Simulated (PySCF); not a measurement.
## Dipole response of P⁺ (phosphorus, charge +1)

[Ne] 3s2 3p2, high-spin 3P determinant. Computed with PySCF 2.14 in aug-cc-pV(T+d)Z (6s5p4d2f, 55 functions), with no relativity, point nucleus. Coupled (time-dependent) response in atomic units; α is the mean over directions.

| method | mean α (bohr³) | α xx, yy, zz | C₆ (like pair) | S(−4) |
| --- | --- | --- | --- | --- |
| UHF | 14.51 | 14.13, 14.69, 14.69 | 75.34 | 70.74 |
| PBE | 14.48 | 13.86, 14.79, 14.79 | 74.90 | 69.28 |
| PBE0 | 14.35 | 13.83, 14.61, 14.61 | 74.12 | 67.46 |
| revPBE | 14.51 | 13.91, 14.82, 14.82 | 75.17 | 69.68 |
| TPSS | 14.41 | 13.88, 14.67, 14.67 | 75.15 | 67.70 |

S(−4) is the Cauchy moment in α(ω) = α(0) + S(−4) ω² + …

α(iu) at PBE0:

```json
{"u (hartree)": "0", "α(iu) (bohr³)": "14.35"}
{"u (hartree)": "0.0500", "α(iu) (bohr³)": "14.18"}
{"u (hartree)": "0.100", "α(iu) (bohr³)": "13.71"}
{"u (hartree)": "0.200", "α(iu) (bohr³)": "12.11"}
{"u (hartree)": "0.300", "α(iu) (bohr³)": "10.18"}
{"u (hartree)": "0.500", "α(iu) (bohr³)": "6.824"}
{"u (hartree)": "0.750", "α(iu) (bohr³)": "4.224"}
{"u (hartree)": "1.00", "α(iu) (bohr³)": "2.798"}
{"u (hartree)": "1.50", "α(iu) (bohr³)": "1.474"}
{"u (hartree)": "2.00", "α(iu) (bohr³)": "0.9194"}
{"u (hartree)": "3.00", "α(iu) (bohr³)": "0.4769"}
{"u (hartree)": "5.00", "α(iu) (bohr³)": "0.2169"}
```

A single London oscillator, α(iu) = α/(1 + u²/ω²), gives C₆ = (3/4) ω α². Matching the computed C₆ needs ω = 4 × 74.12 / (3 × 14.35²) = 0.480 hartree.

For an ion, C₆ is the dispersion term alone; charge-induced terms of lower order in 1/R come first.

The components differ because the open shell of this determinant is not spherical; for a pure term their mean is the scalar polarisability.
